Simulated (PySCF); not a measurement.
# Input and output

LuCl3(NH3) (singlet). PySCF 2.14.0, RHF HF, Lu def2-SVP with ECP28, Cl def2-SVP, N def2-SVP, H def2-SVP; non-relativistic Hamiltonian with scalar-relativistic core potentials where named; density fitting; no spin-orbit coupling. Purpose: level HF.

```python
mol = gto.M(atom='''
Lu     0.00402    -0.00402     0.00402
Cl     1.14151     1.78461     1.14151
Cl    -1.78461    -1.14151     1.14151
Cl     1.14151    -1.14151    -1.78461
N     -1.35515     1.35515    -1.35515
H     -1.96404     1.96404    -0.80361
H     -0.80361     1.96404    -1.96404
H     -1.96404     0.80361    -1.96404''',
    basis={'Lu': 'def2-SVP', 'Cl': 'def2-SVP', 'N': 'def2-SVP', 'H': 'def2-SVP'},
    ecp={'Lu': 'def2-SVP'},
    charge=0, spin=0)
mf = scf.RHF(mol)
mf = mf.density_fit()  # fitting sets: Lu def2-universal-JKFIT, Cl def2-universal-JKFIT, N def2-universal-JKFIT, H def2-universal-JKFIT
mf.conv_tol = 1e-08; mf.max_cycle = 55
mf.kernel(dm0)  # dm0: converged density of the relaxed state
mf.nuc_grad_method().kernel()
```

Run from Python with OMP_NUM_THREADS=4; the lines above give its settings. Where DIIS fails, smearing, a level shift and second-order steps follow.
It took 6.2 s on 4 threads of Arm Neoverse V1 (shared host), from an already converged density.

Q: Where do the frontier levels lie, over both spins?

A: HOMO -11.60 eV, LUMO 1.38 eV. 

Q: What does the SCF print?

A: 
```
init E= -2666.95226784129
cycle= 1 E= -2666.98646454968  delta_E= -0.0342  |g|= 0.326  |ddm|= 0.472
cycle= 2 E= -2666.98467531682  delta_E= 0.00179  |g|= 0.414  |ddm|= 0.203
cycle= 3 E= -2666.99080087381  delta_E= -0.00613  |g|= 0.0367  |ddm|= 0.0926
cycle= 4 E= -2666.99088005938  delta_E= -7.92e-05  |g|= 0.00494  |ddm|= 0.0235
...
cycle= 7 E= -2666.99088668648  delta_E= -2.82e-08  |g|= 8.56e-05  |ddm|= 0.000384
cycle= 8 E= -2666.99088669101  delta_E= -4.53e-09  |g|= 2.88e-05  |ddm|= 0.000181
Extra cycle  E= -2666.99088669137  delta_E= -3.53e-10  |g|= 1.94e-05  |ddm|= 2.93e-05
converged SCF energy = -2666.99088669137
```

Q: What are the Mulliken charges and spins?

A: 
| atom | charge (e) | spin (e) |
| --- | --- | --- |
| Lu1 | 1.184 | 0.000 |
| Cl2 | -0.461 | 0.000 |
| Cl3 | -0.461 | 0.000 |
| Cl4 | -0.461 | 0.000 |
| N5 | -0.382 | 0.000 |
| H6 | 0.193 | 0.000 |
| H7 | 0.193 | 0.000 |
| H8 | 0.193 | 0.000 |

Q: What forces act on the atoms (eV/Å)?

A: 
```
Lu   0.08 -0.08  0.08
Cl   0.34  0.51  0.34
Cl  -0.51 -0.34  0.34
Cl   0.34 -0.34 -0.51
N   -0.58  0.58 -0.58
H    0.33 -0.33 -0.33
H   -0.33 -0.33  0.33
H    0.33  0.33  0.33
```


The geometry was relaxed with PBE0 (Lu def2-SVP with ECP28, Cl def2-SVP, N def2-SVP, H def2-SVP).
